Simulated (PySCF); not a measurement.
# Ionisation energy of Kr⁺ by level of theory

Kr⁺ [Ar] 3d10 4s2 4p5 (2P) → Kr²⁺ [Ar] 3d10 4s2 4p4 (3P), as a difference of total energies. Computed with PySCF 2.14 in aug-cc-pwCVDZ-PP with ECP10MDF, with scalar relativity through the core potential. Correlated levels: valence and next inner shell: nothing frozen outside the core potential. The calculations carry no spin-orbit coupling.

```csv
method,ionisation energy (eV)
UHF,23.242
MP2 (valence and next inner shell),23.968
SCS-MP2 (valence and next inner shell),23.914
CCSD (valence and next inner shell),23.882
CCSD(T) (valence and next inner shell),23.901
```

Question: How much does correlation contribute at CCSD(T) (valence and next inner shell)?

Answer: 23.901 − (23.242) = 0.659 eV, measured against UHF.

The reference lies between the lowest fine-structure levels, while these numbers refer to the centres of the terms.

Errors of the correlated levels include the incompleteness of this basis.

For comparison: 24.360 eV (measured; NIST Atomic Spectra Database, ionization energies).
